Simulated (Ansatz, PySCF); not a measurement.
This Ansatz (a program for electronic structure) input computes a BLYP/def2-TZVPD energy:

Ansatz 0.2 input:
```yaml
crystal:
  periodic: [false, false, false]
  atoms:
    - {symbol: Mg, position_ang: [1.21334304, 0.34241078, 0.22505461]}
    - {symbol: I, position_ang: [-0.36320996, 1.75361716, -1.53487368]}
    - {symbol: I, position_ang: [0.08849078, -1.83114413, 1.48391792]}
basis:
  gaussian:
    orbitals: def2-TZVPD
hamiltonian:
  xc: {name: BLYP}
total_charge: -1
magnetization: {spin_polarized: true, initial_magnetization: 1}
output: {forces: true}
```

Q: Write an input for the same energy in PySCF and say what it gives.

A: 
```python
from pyscf import gto, scf, dft

mol = gto.M(
    atom='''
    Mg    1.21334304    0.34241078    0.22505461
    I    -0.36320996    1.75361716   -1.53487368
    I     0.08849078   -1.83114413    1.48391792
    ''',
    basis='def2-tzvpd',
    ecp='def2-tzvp',
    charge=-1,
    spin=1,
    verbose=4,
)

mf = dft.UKS(mol, xc='blyp').density_fit(auxbasis='def2-universal-jkfit')
mf.grids.level = 3
mf.conv_tol = 1e-9
mf.max_cycle = 100
mf.max_memory = 1500
mf.kernel()
if not mf.converged:
    mf = mf.newton()
    mf.kernel(mf.make_rdm1())
for _ in range(2):
    mo, _, stable, _ = mf.stability(return_status=True)
    if stable:
        break
    mf.kernel(mf.make_rdm1(mo, mf.mo_occ))
mf.analyze()
```
It gives -795.57977 Eh, and Ansatz -795.57972 Eh, a difference of 0.05 mEh, from the treatment of integrals and grids.
